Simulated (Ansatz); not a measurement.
`[F][Al]([F])[SH]` + CH₃NH₂ → `C[NH][Al]([F])[F]` + H₂S  (ligand exchange at the Al–S bond)

Isolated molecules relaxed with PBE0-D4/def2-TZVP in Ansatz; ΔE leaves out vibrations. CCSD(T)/CBS adds triple-zeta CCSD(T) − MP2 to the extrapolated MP2 energy (def2 sets, frozen cores). This one scheme is used for every species. DFT in def2-TZVPP. B3LYP here is the variant with VWN-RPA as its local correlation; programs differ in this. Each species was taken in one conformer, which may not be the lowest.

```json
{"level": "B3LYP-D4", "ΔE (eV)": "0.17"}
{"level": "r2SCANh-D4", "ΔE (eV)": "0.23"}
{"level": "ωB97X-V", "ΔE (eV)": "0.20"}
{"level": "ωB97M-V", "ΔE (eV)": "0.19"}
{"level": "B2PLYP", "ΔE (eV)": "0.18"}
{"level": "r2SCAN0", "ΔE (eV)": "0.23"}
{"level": "HF/def2-QZVPP", "ΔE (eV)": "0.19"}
{"level": "HF/CBS(def2)", "ΔE (eV)": "0.19"}
```

Q: What does CCSD(T)/CBS give? (An estimate is asked.)

A: The calculation gave: +0.20 eV. The listed levels differ from it by -0.03, 0.03, 0.00, -0.01, -0.02, 0.03, -0.01, -0.01 eV.

Q: What do rigid-rotor, harmonic-oscillator terms from PBE0-D4/def2-TZVP frequencies (298.15 K, 1 bar) make of the CCSD(T)/CBS value? (Best estimate.)

A: Ansatz gave: ΔZPE = -0.11 eV, ΔH = +0.11 eV, ΔS = -10 J/(mol·K), ΔG = +0.14 eV.

Largest T1 diagnostic among the species: 0.012.

Leaving LDA and LC-ωPBE aside and taking each functional with its dispersion term where it has one, the values, not all of them listed here, spread over 0.12 eV, from CAM-B3LYP-D4 to HSE06-D4. LDA lies −0.07 eV from PBE without D4. At CCSD(T), def2-SVP lies −0.08 eV from the extrapolated value and def2-TZVPP −0.03 eV.
